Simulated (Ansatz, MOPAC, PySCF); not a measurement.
Isomers of C3H7B. All species are isolated molecules in the gas phase. One relaxed conformer stands for each flexible species; it need not be the lowest. Strings in code marks are SMILES.

Quantity: vertical ionisation energy (energy after one electron is removed minus that of the parent at the parent's geometry), in eV. The restricted reference of `BC(=C)C` and `B/C=C\C` is unstable towards unrestricted orbitals.

Level 1: frozen-core MP2/cc-pVTZ // PBE-D3(BJ)/def2-TZVP (Ansatz, an electronic-structure program)
Level 2: minus the HOMO energy of HF/6-31G* // PBE-D3(BJ)/def2-TZVP (PySCF)
Level 3: minus the HOMO energy of PM3 // PBE-D3(BJ)/def2-TZVP (MOPAC)
Level 4: HF/cc-pVTZ // PBE-D3(BJ)/def2-TZVP (Ansatz)

```csv
species,level 1,level 2,level 3,level 4
`B/C=C\C`,10.33,9.89,10.57,8.55
`B/C=C/C`,10.38,9.95,10.63,8.60
`C[C@@H]1BC1`,9.63,9.99,10.75,8.56
`BC(=C)C`,10.37,9.92,10.48,8.59
`[H]/B=C/CC`,8.69,8.38,9.97,7.20
`B=C(C)C`,8.30,8.01,9.57,6.83
`BCC=C`,9.78,9.45,10.05,8.15
```
